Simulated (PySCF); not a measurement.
# Heteronuclear NMR

Atom-mapped SMILES (the numbers label the heavy atoms): `[CH3:1][NH:2][C@@H:3]1[CH2:4][CH2:5][SiH2:6]1`; H(Xn) means a hydrogen on atom n. Ha(C4), Ha(C5), Ha(Si6) are cis to N2 on the ring; Hb(C4), Hb(C5), Hb(Si6) are trans to N2 on the ring.

PySCF calculation with shielding tensors at PBE0/pcSseg-1 (GIAO) and geometry: GFN2-xTB; a single conformation, non-relativistic, gas phase, rapidly exchanging positions averaged.

(1) What are the ²⁹Si shifts?

(2) What are the ¹⁵N shifts?

## Answers

(1) 
| atoms | environment | σ (ppm) | δ (ppm) |
| --- | --- | --- | --- |
| Si6 | silicon bonded to 2 C, 2 H, in a 4-membered ring | 385.6 | -37.0 |

Shieldings were converted by a linear fit to measured shifts: ²⁹Si: δ = 279.94 − 0.822σ (rms 8.9 ppm, 72 shifts, 25.8 ppm with the 6 outliers that the fit left out vs TMS, solution or neat liquid). A few per cent of atoms miss by over 2 rms, more outside the fitted compound classes.

On a 600 MHz spectrometer ²⁹Si resonates near 119.2 MHz, so 1 ppm is 119.2 Hz.

(2) 
| atoms | environment | σ (ppm) | δ (ppm) |
| --- | --- | --- | --- |
| N2 | amine nitrogen | 210.8 | -342.3 |

Shieldings were converted by a linear fit to measured shifts: ¹⁵N (scatter 6.3 ppm rms vs CH3NO2, solution or neat liquid). Occasional misses reach two or three times the rms, and more in compound classes unlike the fitted ones.

On a 300 MHz spectrometer ¹⁵N resonates near 30.4 MHz, so 1 ppm is 30.4 Hz.
